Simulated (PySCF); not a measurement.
A compound of formula C38H36 has these computed shifts in ppm, with the number of atoms in brackets (GIAO KT3/pcSseg-1, gas phase, PySCF SCF with an in-house response code, fitting set def2-universal-JFIT, grid level 2, non-relativistic, geometry: GFN2-xTB; 13C, 1H against isolated TMS).

1H: 7.83 (1), 7.79 (1), 7.77 (1), 7.76 (1), 7.73 (1), 7.73 (1), 7.72 (1), 7.71 (1), 7.68 (1), 7.66 (1), 7.61 (1), 7.57 (1), 7.55 (1), 7.52 (1), 7.51 (1), 7.45 (1), 7.44 (1), 7.44 (1), 7.44 (1), 7.34 (1), 7.25 (1), 3.07 (1), 2.96 (1), 2.83 (1), 2.82 (1), 2.51 (1), 2.43 (1), 2.20 (1), 1.96 (1), 1.93 (1), 0.97 (3), 0.89 (3)
13C: 141.2 (1), 139.4 (1), 135.7 (1), 125.8 (1), 125.7 (1), 125.2 (1), 124.8 (1), 124.7 (1), 124.4 (1), 123.9 (1), 122.9 (1), 122.4 (1), 121.9 (1), 121.8 (1), 121.7 (1), 121.6 (1), 121.6 (1), 121.5 (1), 121.4 (1), 121.3 (1), 119.9 (1), 119.8 (1), 119.8 (1), 119.2 (1), 119.1 (1), 119.0 (1), 119.0 (1), 118.3 (1), 117.9 (1), 117.5 (1), 49.8 (1), 49.1 (1), 42.6 (1), 41.0 (1), 40.6 (1), 39.0 (1), 23.6 (1), 16.4 (1)

(1) Which structure gave them?

Results:

(1) CC[C@@H](C[C@@H](C[C@@H](C)c1ccc2ccccc2c1)c1ccc2ccccc2c1)c1ccc2ccccc2c1. Other isomers were not compared.
